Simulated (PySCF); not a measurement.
## Unknowns

Non-relativistic Hamiltonian, rapidly exchanging positions averaged, one computed conformer, gas phase. Shieldings: GIAO PBE0/pcSseg-1; coordinates at the GFN2-xTB level; PySCF 2.14.0 with density-fitted response routines.

Scale: ¹H, ¹³C vs TMS (reference shieldings calculated alike). Where no couplings were computed, multiplicities follow the n + 1 count of equivalent neighbours, and m marks all less simple cases (inequivalent or close neighbours, rings, F or P nearby). Acid and N–H amide carbonyl carbons lie up to 10 ppm further downfield in solution (hydrogen bonding). Shifts are as computed. Against solution values, carbons near 30 ppm lie about +3 ppm off and those near 130 ppm about +5 ppm (rms about the fit 2.1 ppm; single classes can miss by 10 ppm). Of 1328 compounds with measured shifts, 309 miss one by over three times the rms of a fit or turn the order of signals round; such compounds aren't used in these exercises. Signals without a measured value on file couldn't be tested in this way; 1H shifts scatter by 0.2 ppm about their fit, and single ones miss by 0.5 ppm. Groups on amide-type nitrogens are kept apart (slow C–N rotation). OH and NH positions are gas-phase values without hydrogen bonding to other molecules.

Question: C$_{7}$H$_{9}$NO. ¹H NMR (600 MHz, computed): δ 7.18 (t, 1H), 6.33 (m, 1H), 6.21 (m, 1H), 4.93 (br, 1H), 4.54 (br, 1H), 2.39 (m, 2H), 2.22 (m, 2H). ¹³C{¹H} NMR (computed): δ 168.3 (C), 144.7 (CH), 136.9 (C), 135.7 (CH), 129.7 (CH), 26.4 (CH2), 25.3 (CH2). What is it?

Answer: `NC(=O)C1=CCCC=C1`. Rings plus π bonds: 4 (1 ring in the answer). 7 carbon signals for 7 carbons: no two carbons are equivalent. Carbon types of the structure: 2 × C, 3 × CH, 2 × CH2, leaving 2 H on heteroatoms. δC 168.3: amide carbonyl carbon; it is a carbonyl in resonance with an O or N lone pair, the region of acids, esters and amides. δC 144.7: β carbon of a C=C–C=O unit; conjugation with the carbonyl draws π density from the β position. δC 136.9: α carbon of a C=C–C=O unit; an sp2 carbon of a C=C bond. δC 135.7, 129.7: alkene CH; as expected for a trigonal carbon in a double bond.

The data come from this structure; uniqueness wasn't tested.

Question: C$_{7}$H$_{9}$NO. ¹H NMR (400 MHz, computed): δ 7.29 (m, 1H), 6.45 (d, 1H), 6.15 (d, 1H), 5.68 (s, 1H), 4.08 (br s, 1H), 3.10 (br s, 1H), 2.90 (s, 3H). ¹³C{¹H} NMR (computed): δ 165.2 (C), 154.9 (C), 136.2 (CH), 110.0 (CH), 107.6 (CH), 96.8 (CH), 31.8 (CH3). What is it?

Answer: `C1=C(O)C=CC=C1NC`. Rings plus π bonds: 4 (1 ring in the answer). 7 carbon signals for 7 carbons: no two carbons are equivalent. Carbon types of the structure: 2 × C, 4 × CH, 1 × CH3, leaving 2 H on heteroatoms. δC 165.2: aromatic carbon bearing oxygen; the electronegative substituent deshields the carbon that carries it. δC 154.9: aromatic carbon bearing nitrogen; an ipso carbon deshielded by its heteroatom. δC 136.2, 110.0, 107.6, 96.8: aromatic CH. δH 3.10: hydrogen on an aniline-type nitrogen; exchangeable, gas-phase position.

This is the structure that produced the data.
